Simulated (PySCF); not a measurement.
## Bi+ (bismuth, charge +1) across methods

[Xe] 4f14 5d10 6s2 6p1 6d1, one real determinant (an excited configuration). Calculation: PySCF 2.14, in aug-cc-pVQZ-PP with ECP60MDF (7s7p5d3f2g, 92 functions); scalar relativity through the core potential.

```csv
method,E (hartree),mean ε 6s β (eV),mean ε 6p α (eV),mean ε 6d α (eV),Σ⟨r²⟩ (bohr²),⟨S²⟩
LC-wPBE,-213.9909,-27.953,-17.826,-6.730,70.05,2.003
UHF,-212.95938,-27.280,-17.919,-6.254,73.35,2.006
CAM-B3LYP,-213.9403,-26.752,-16.367,-6.154,69.87,2.001
B3LYP,-214.0525,-25.174,-14.832,-5.571,69.57,2.001
wB97M-V,-213.9031,-27.437,-17.252,-6.544,69.47,2.002
r2SCAN,-214.0688,-24.358,-14.349,-5.259,69.14,2.003
LDA,-213.6836,-24.611,-14.130,-5.249,68.75,2.000
PBE0,-213.9792,-25.205,-15.116,-5.664,69.50,2.001
PBE,-214.0111,-24.146,-13.983,-5.333,68.84,2.001
```

⟨L²⟩ = 8.01 against 12 for a pure F term, so this real determinant mixes terms. Energies and moments cover only the electrons outside the core potential. Spin-orbit coupling, absent here, splits the open shell strongly. The outer electron is Rydberg-like, and this basis confines it to a smaller radius and binds it less than a complete one would.
